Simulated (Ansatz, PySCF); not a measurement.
C₂H₅FN₂Si, SMILES [C@@H]1(F)[Si@H](N)C=N1. Atoms are numbered in the order given.

```xyz
11

N      2.0122     0.5012     0.4040
Si     0.4095     0.8741    -0.0575
C     -1.0287     0.5084     1.1229
N     -1.5576    -0.4414     0.4322
C     -0.7138    -0.5274    -0.7688
F     -0.1337    -1.7652    -0.8656
H      2.2808    -0.3994     0.7804
H      2.8046     1.0769     0.1535
H      0.4712     2.2145    -0.7180
H     -1.4842     0.8231     2.0740
H     -1.3291    -0.3699    -1.6728
```
Charge 0, spin multiplicity 1.

Geometry optimised at PBE0-D3(BJ)/def2-SVP. The structure was generated by enumeration; whether it is a known compound was not checked. The values are those of a single conformer.

Vertical ionisation energy (IE) and electron affinity (EA) in eV. Rows of orbital energies are one-electron estimates. Where ΔSCF, EOM or ADC give a negative EA the extra electron is unbound and the value depends on the basis.

```
level                                                                   IE     EA
--------------------------------------------------------------------  ----  -----
−ε(HOMO), −ε(LUMO), B3LYP/def2-TZVP (PySCF)                           6.83   1.35
−ε(HOMO), −ε(LUMO), PBE/def2-TZVP (PySCF)                             5.65   2.21
ΔSCF, PBE0/def2-TZVPD (Ansatz), final states of multiplicity 2 and 2  9.10  -0.49
ΔSCF, PBE/def2-TZVPD (Ansatz), final states of multiplicity 2 and 2   8.80  -0.29
```

Problem. What vertical singlet–triplet gap does ΔSCF give with PBE0/def2-TZVPD (Ansatz, a first-principles code) and with PBE/def2-TZVPD (Ansatz)? (The exact figures need the calculation; the answer reports its results.)

Solution. 3.22 and 3.16 eV (triplet above singlet where positive).
